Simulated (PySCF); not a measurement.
C₆H₁₄O₃, SMILES COCCOCCOC.

The structure is a stationary point at PBE0-D3(BJ)/def2-SVP. Other conformers were not sampled.

These are PySCF 2.14.0 with PBE0-D3(BJ)/def2-SVP values and carry that method's errors.

Frequencies are harmonic and unscaled.

```json
[
 {"mode": "1", "ν (cm⁻¹)": "20", "IR (km/mol)": "0.3", "moving atoms (share of kinetic energy)": "H 42 %, C 39 %, O 20 %"},
 {"mode": "2", "ν (cm⁻¹)": "36", "IR (km/mol)": "1.3", "moving atoms (share of kinetic energy)": "C 59 %, H 29 %, O 13 %"},
 {"mode": "3", "ν (cm⁻¹)": "53", "IR (km/mol)": "0.1", "moving atoms (share of kinetic energy)": "C 44 %, O 31 %, H 26 %"},
 {"mode": "4", "ν (cm⁻¹)": "93", "IR (km/mol)": "1.4", "moving atoms (share of kinetic energy)": "H 55 %, C 37 %"},
 {"mode": "5", "ν (cm⁻¹)": "105", "IR (km/mol)": "2.0", "moving atoms (share of kinetic energy)": "C 43 %, H 35 %, O 23 %"},
 {"mode": "6", "ν (cm⁻¹)": "127", "IR (km/mol)": "4.6", "moving atoms (share of kinetic energy)": "C 40 %, H 40 %, O 20 %"},
 {"mode": "7", "ν (cm⁻¹)": "156", "IR (km/mol)": "3.9", "moving atoms (share of kinetic energy)": "C 53 %, H 39 %, O 8 %"},
 {"mode": "8", "ν (cm⁻¹)": "176", "IR (km/mol)": "0.5", "moving atoms (share of kinetic energy)": "H 52 %, C 37 %, O 11 %"},
 {"mode": "9", "ν (cm⁻¹)": "236", "IR (km/mol)": "3.9", "moving atoms (share of kinetic energy)": "H 77 %, O 16 %"},
 {"mode": "10", "ν (cm⁻¹)": "289", "IR (km/mol)": "5.8", "moving atoms (share of kinetic energy)": "O 39 %, C 35 %, H 27 %"},
 {"mode": "11", "ν (cm⁻¹)": "303", "IR (km/mol)": "17.6", "moving atoms (share of kinetic energy)": "O 40 %, C 36 %, H 25 %"},
 {"mode": "12", "ν (cm⁻¹)": "365", "IR (km/mol)": "0.1", "moving atoms (share of kinetic energy)": "O 46 %, C 31 %, H 23 %"},
 {"mode": "13", "ν (cm⁻¹)": "417", "IR (km/mol)": "1.3", "moving atoms (share of kinetic energy)": "C 41 %, O 30 %, H 30 %"},
 {"mode": "14", "ν (cm⁻¹)": "488", "IR (km/mol)": "6.2", "moving atoms (share of kinetic energy)": "C 42 %, O 30 %, H 28 %"},
 {"mode": "15", "ν (cm⁻¹)": "565", "IR (km/mol)": "0.7", "moving atoms (share of kinetic energy)": "O 52 %, C 29 %, H 19 %"},
 {"mode": "16", "ν (cm⁻¹)": "798", "IR (km/mol)": "1.6", "moving atoms (share of kinetic energy)": "H 88 %, C 11 %"},
 {"mode": "17", "ν (cm⁻¹)": "837", "IR (km/mol)": "0.3", "moving atoms (share of kinetic energy)": "H 92 %"},
 {"mode": "18", "ν (cm⁻¹)": "1007", "IR (km/mol)": "29.2", "moving atoms (share of kinetic energy)": "C 57 %, H 22 %, O 21 %"},
 {"mode": "19", "ν (cm⁻¹)": "1023", "IR (km/mol)": "59.5", "moving atoms (share of kinetic energy)": "C 57 %, O 26 %, H 17 %"},
 {"mode": "20", "ν (cm⁻¹)": "1064", "IR (km/mol)": "0.1", "moving atoms (share of kinetic energy)": "C 49 %, H 30 %, O 21 %"},
 {"mode": "21", "ν (cm⁻¹)": "1071", "IR (km/mol)": "0.2", "moving atoms (share of kinetic energy)": "C 75 %, H 23 %"},
 {"mode": "22", "ν (cm⁻¹)": "1107", "IR (km/mol)": "0.1", "moving atoms (share of kinetic energy)": "C 61 %, H 38 %"},
 {"mode": "23", "ν (cm⁻¹)": "1145", "IR (km/mol)": "15.3", "moving atoms (share of kinetic energy)": "H 60 %, C 35 %"},
 {"mode": "24", "ν (cm⁻¹)": "1160", "IR (km/mol)": "1.0", "moving atoms (share of kinetic energy)": "H 68 %, C 31 %"},
 {"mode": "25", "ν (cm⁻¹)": "1177", "IR (km/mol)": "6.5", "moving atoms (share of kinetic energy)": "H 75 %, C 19 %"},
 {"mode": "26", "ν (cm⁻¹)": "1189", "IR (km/mol)": "1.9", "moving atoms (share of kinetic energy)": "H 70 %, C 24 %"},
 {"mode": "27", "ν (cm⁻¹)": "1200", "IR (km/mol)": "124.9", "moving atoms (share of kinetic energy)": "H 52 %, C 30 %, O 18 %"},
 {"mode": "28", "ν (cm⁻¹)": "1218", "IR (km/mol)": "3.2", "moving atoms (share of kinetic energy)": "H 41 %, C 31 %, O 28 %"},
 {"mode": "29", "ν (cm⁻¹)": "1233", "IR (km/mol)": "17.3", "moving atoms (share of kinetic energy)": "H 81 %, C 11 %"},
 {"mode": "30", "ν (cm⁻¹)": "1244", "IR (km/mol)": "43.0", "moving atoms (share of kinetic energy)": "C 37 %, H 31 %, O 31 %"},
 {"mode": "31", "ν (cm⁻¹)": "1253", "IR (km/mol)": "158.2", "moving atoms (share of kinetic energy)": "O 40 %, C 33 %, H 27 %"},
 {"mode": "32", "ν (cm⁻¹)": "1269", "IR (km/mol)": "235.5", "moving atoms (share of kinetic energy)": "O 47 %, C 38 %, H 15 %"},
 {"mode": "33", "ν (cm⁻¹)": "1284", "IR (km/mol)": "5.1", "moving atoms (share of kinetic energy)": "H 91 %"},
 {"mode": "34", "ν (cm⁻¹)": "1297", "IR (km/mol)": "122.1", "moving atoms (share of kinetic energy)": "H 66 %, C 21 %, O 14 %"},
 {"mode": "35", "ν (cm⁻¹)": "1325", "IR (km/mol)": "3.1", "moving atoms (share of kinetic energy)": "H 83 %, C 10 %"},
 {"mode": "36", "ν (cm⁻¹)": "1349", "IR (km/mol)": "5.4", "moving atoms (share of kinetic energy)": "H 77 %, C 14 %, O 9 %"},
 {"mode": "37", "ν (cm⁻¹)": "1356", "IR (km/mol)": "20.6", "moving atoms (share of kinetic energy)": "H 76 %, C 20 %"},
 {"mode": "38", "ν (cm⁻¹)": "1432", "IR (km/mol)": "0.3", "moving atoms (share of kinetic energy)": "H 70 %, C 30 %"},
 {"mode": "39", "ν (cm⁻¹)": "1451", "IR (km/mol)": "3.2", "moving atoms (share of kinetic energy)": "H 73 %, C 27 %"},
 {"mode": "40", "ν (cm⁻¹)": "1458", "IR (km/mol)": "3.6", "moving atoms (share of kinetic energy)": "H 91 %, C 8 %"},
 {"mode": "41", "ν (cm⁻¹)": "1459", "IR (km/mol)": "8.0", "moving atoms (share of kinetic energy)": "H 97 %"},
 {"mode": "42", "ν (cm⁻¹)": "1466", "IR (km/mol)": "1.9", "moving atoms (share of kinetic energy)": "H 92 %"},
 {"mode": "43", "ν (cm⁻¹)": "1471", "IR (km/mol)": "2.8", "moving atoms (share of kinetic energy)": "H 83 %, C 16 %"},
 {"mode": "44", "ν (cm⁻¹)": "1478", "IR (km/mol)": "1.0", "moving atoms (share of kinetic energy)": "H 92 %"},
 {"mode": "45", "ν (cm⁻¹)": "1482", "IR (km/mol)": "14.3", "moving atoms (share of kinetic energy)": "H 93 %"},
 {"mode": "46", "ν (cm⁻¹)": "1487", "IR (km/mol)": "8.2", "moving atoms (share of kinetic energy)": "H 82 %, C 18 %"},
 {"mode": "47", "ν (cm⁻¹)": "1493", "IR (km/mol)": "8.0", "moving atoms (share of kinetic energy)": "H 89 %, C 10 %"},
 {"mode": "48", "ν (cm⁻¹)": "1511", "IR (km/mol)": "4.4", "moving atoms (share of kinetic energy)": "H 90 %, C 9 %"},
 {"mode": "49", "ν (cm⁻¹)": "1518", "IR (km/mol)": "4.9", "moving atoms (share of kinetic energy)": "H 91 %, C 9 %"},
 {"mode": "50", "ν (cm⁻¹)": "2982", "IR (km/mol)": "41.8", "moving atoms (share of kinetic energy)": "H 96 %"},
 {"mode": "51", "ν (cm⁻¹)": "2993", "IR (km/mol)": "59.7", "moving atoms (share of kinetic energy)": "H 96 %"},
 {"mode": "52", "ν (cm⁻¹)": "2994", "IR (km/mol)": "50.5", "moving atoms (share of kinetic energy)": "H 97 %"},
 {"mode": "53", "ν (cm⁻¹)": "3005", "IR (km/mol)": "50.9", "moving atoms (share of kinetic energy)": "H 95 %"},
 {"mode": "54", "ν (cm⁻¹)": "3013", "IR (km/mol)": "10.5", "moving atoms (share of kinetic energy)": "H 94 %"},
 {"mode": "55", "ν (cm⁻¹)": "3024", "IR (km/mol)": "69.1", "moving atoms (share of kinetic energy)": "H 94 %"},
 {"mode": "56", "ν (cm⁻¹)": "3029", "IR (km/mol)": "35.6", "moving atoms (share of kinetic energy)": "H 90 %, C 10 %"},
 {"mode": "57", "ν (cm⁻¹)": "3052", "IR (km/mol)": "61.8", "moving atoms (share of kinetic energy)": "H 90 %, C 10 %"},
 {"mode": "58", "ν (cm⁻¹)": "3062", "IR (km/mol)": "58.1", "moving atoms (share of kinetic energy)": "H 90 %, C 10 %"},
 {"mode": "59", "ν (cm⁻¹)": "3063", "IR (km/mol)": "61.0", "moving atoms (share of kinetic energy)": "H 90 %, C 10 %"},
 {"mode": "60", "ν (cm⁻¹)": "3105", "IR (km/mol)": "0.0", "moving atoms (share of kinetic energy)": "H 91 %, C 9 %"},
 {"mode": "61", "ν (cm⁻¹)": "3124", "IR (km/mol)": "60.2", "moving atoms (share of kinetic energy)": "H 91 %, C 9 %"},
 {"mode": "62", "ν (cm⁻¹)": "3157", "IR (km/mol)": "22.0", "moving atoms (share of kinetic energy)": "H 91 %, C 9 %"},
 {"mode": "63", "ν (cm⁻¹)": "3157", "IR (km/mol)": "21.7", "moving atoms (share of kinetic energy)": "H 91 %, C 9 %"}
]
```
